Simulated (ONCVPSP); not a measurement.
## Pseudopotential generation for C: ONCV, LDA (Perdew-Zunger), scalar-relativistic.

- Element: C (Z = 6)
- Generator: ONCVPSP 4.0.1
- Type: optimised norm-conserving Vanderbilt (ONCV)
- Functional: LDA (Perdew-Zunger)
- Relativity: scalar-relativistic
- Frozen core: [He]
- Valence charge: 4
- Reference configuration: 2s2 2p1 (charge +1)
- Partial waves: 2s: rc 1.15 bohr, ncon 4, nbas 8, qcut 6.5 1/bohr, 2 projectors, debl 2.2 Ha; 2p: rc 2.00 bohr, ncon 4, nbas 7, qcut 7.3 1/bohr, 2 projectors, debl 1.2 Ha
- Local potential: polynomial inside 1.05 bohr (lpopt 3, dvloc0 4 Ha)
- Core correction: Teter function, fcfact 3.5, rcfact 1.3

Poles of the logarithmic derivatives, all-electron (AE) and pseudo (PS). s: poles at 3.3 (AE) and 3.3 (PS) Ha. p: poles at -0.2, 3.7 (AE) and -0.2, 3.7 (PS) Ha. Test radii: s 1.16, p 2.03 bohr.

* Cutoffs needed: 19 Ha and 57 Ha (the cutoffs (Ha) at which the residual kinetic energy of the hardest occupied pseudo-wave falls to 1 and 0.1 mHa per electron)
* Ghost test: no bound ghost flagged; no localised positive-energy state flagged
* Largest excitation error: +321 meV (all-electron minus pseudo) for 2s1 2p0, out of 4 test configurations
* rms error of d²Exc/dni dnj: 5.17 mHa without and 3.01 mHa with the model core
